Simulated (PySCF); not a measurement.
ITl, charge +1, doublet, at a GFN2-xTB geometry (such geometries of metal compounds can be far from the true shape) (a state made from the parent by changing its charge; the spin is typed, not shown lowest) (core potentials on I, Tl). Base run: DF-B3LYP/def2-TZVP in PySCF.

Here is a job for PySCF.
```python
from pyscf import gto, scf, dft

mol = gto.Mole()
mol.atom = '''
    Tl   -0.00000000   -0.00000000   -1.39728021
    I     0.00000000    0.00000000    2.13546599
'''
mol.basis = 'def2-tzvp'
mol.ecp = {'I': 'def2-tzvp', 'Tl': 'def2-tzvp'}
mol.charge = 1
mol.spin = 1
mol.verbose = 4
mol.build()

mf = dft.UKS(mol)
mf.xc = 'b3lyp'
mf = mf.density_fit(auxbasis='def2-universal-jkfit')
mf.kernel()
```

Each row names what was changed in the base input (with any setting that the change needs).

```tsv
change	basis functions	E (Eh)	HOMO (eV)
base	100	-470.15784	-12.03
basis = x2c-SVPall; relativity = none (without mol.ecp = {'I': 'def2-tzvp', 'Tl': 'def2-tzvp'}; without mf = mf.density_fit(auxbasis='def2-universal-jkfit'))	98	-23054.58231	-12.00
basis = Sapporo-DKH3-DZP-2012; relativity = none (without mol.ecp = {'I': 'def2-tzvp', 'Tl': 'def2-tzvp'}; without mf = mf.density_fit(auxbasis='def2-universal-jkfit'))	125	-22992.47085	-11.09
basis = Sapporo-DKH3-DZP-2012; relativity = spin-free X2C; nucleus = Gaussian (with mol.nucmod = 'G'; without mol.ecp = {'I': 'def2-tzvp', 'Tl': 'def2-tzvp'}; without mf = mf.density_fit(auxbasis='def2-universal-jkfit'))	125	-27363.38475	-11.77
basis = x2c-SVPall; relativity = spin-free X2C; nucleus = Gaussian (with mol.nucmod = 'G'; without mol.ecp = {'I': 'def2-tzvp', 'Tl': 'def2-tzvp'}; without mf = mf.density_fit(auxbasis='def2-universal-jkfit'))	98	-27363.24836	-11.67
basis = x2c-TZVPall; relativity = spin-free X2C; nucleus = Gaussian (with mol.nucmod = 'G'; without mol.ecp = {'I': 'def2-tzvp', 'Tl': 'def2-tzvp'}; without mf = mf.density_fit(auxbasis='def2-universal-jkfit'))	143	-27365.20031	-11.82
basis = x2c-TZVPall; relativity = none (without mol.ecp = {'I': 'def2-tzvp', 'Tl': 'def2-tzvp'}; without mf = mf.density_fit(auxbasis='def2-universal-jkfit'))	143	-24975.08491	-11.91
basis = x2c-TZVPall; relativity = spin-free X2C (without mol.ecp = {'I': 'def2-tzvp', 'Tl': 'def2-tzvp'}; without mf = mf.density_fit(auxbasis='def2-universal-jkfit'))	143	-27369.30743	-11.82
basis = x2c-SVPall; relativity = spin-free X2C (without mol.ecp = {'I': 'def2-tzvp', 'Tl': 'def2-tzvp'}; without mf = mf.density_fit(auxbasis='def2-universal-jkfit'))	98	-27367.25731	-11.67
basis = Sapporo-DKH3-DZP-2012; relativity = spin-free X2C (without mol.ecp = {'I': 'def2-tzvp', 'Tl': 'def2-tzvp'}; without mf = mf.density_fit(auxbasis='def2-universal-jkfit'))	125	-27366.91171	-11.77
```

Totals shift with the method and basis; they matter in differences.

Open shells are given as the SCF converged; they aren't shown to be the lowest states, and a large step between rows can be another state.

Basis sets contracted for a relativistic Hamiltonian are a mismatch without it, so the rows without relativity aren't non-relativistic limits. No row has spin-orbit coupling; sets with core potentials leave out the core electrons.
